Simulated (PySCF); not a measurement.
# Two-component Hartree-Fock for Ir⁴⁺ (iridium, charge +4)

Start: [Xe] 4f14 5d5; 5d3/2 filled at m_j = -3/2, -1/2, +1/2, +3/2; 5d5/2 filled at m_j = +5/2. Calculated with PySCF 2.14 in x2c-TZVPPall-2c: generalised Hartree-Fock with the X2C-1e Hamiltonian and a Gaussian nucleus; one run each with spin-orbit coupling (SO) switched off, then screened by Boettger's factors.

```csv
spinor shell,electrons,"ε, spin-free (eV)","ε, screened SO (eV)",weight of nominal j (screened SO),"rms radius, screened SO (bohr)"
1s1/2,2,-76583.0,-76556.1,1.000,0.0197
2s1/2,2,-13585.1,-13576.6,1.000,0.0795
2p1/2,2,-11816.7,-12985.0,1.000,0.0675
2p3/2,4,-11816.7,-11351.8,1.000,0.0752
3s1/2,2,-3280.5,-3277.7,1.000,0.203
3p1/2,2,-2754.9,-3013.3,1.000,0.195
3p3/2,4,-2754.9,-2650.0,1.000,0.210
3d3/2,4,-2168.2,-2213.7,1.000,0.185
3d5/2,6,-2168.2,-2135.6,1.000,0.189
4s1/2,2,-772.35,-771.44,1.000,0.450
4p1/2,2,-596.95,-658.77,1.000,0.456
4p3/2,4,-596.95,-571.64,1.000,0.490
4d3/2,4,-376.84,-386.55,0.999,0.507
4d5/2,6,-376.84,-369.63,0.999,0.519
5s1/2,2,-161.81,-161.60,1.000,1.04
4f5/2,6,-130.13,-131.62,0.984,0.584
4f7/2,8,-130.13,-128.26,0.988,0.585
5p1/2,2,-112.69,-125.11,0.925,1.14
5p3/2,4,-112.69,-107.34,0.962,1.21
5d3/2,4,-59.317,-59.454,0.644,1.56
5d5/2,1,-59.317,-58.420,1.000,1.59
```

```
   quantity     spin-free   screened SO
E (hartree)  -17810.87733  -17835.66775
        M_J           5/2           5/2
       ⟨J²⟩         8.753         8.756
       ⟨L²⟩         0.000         0.369
       ⟨S²⟩         8.753         8.390
```

Each row is a mean over spinors that exchange with the open shell spreads, by up to 10.467 eV (5p3/2).

Rows whose weight is well below 1 are mixtures of j = l ± 1/2: exchange outweighs spin-orbit coupling there, and the label is only the starting occupation.

Breit and QED terms are absent; they matter most for the inner s and p1/2 levels.

Densities and radii are taken from the X2C orbitals without a picture-change correction, which distorts them close to the nucleus.

Without spin-orbit coupling the j labels of p, d and f shells carry no meaning; the spin-free column gives the mean over the occupied spinors of each nl shell.
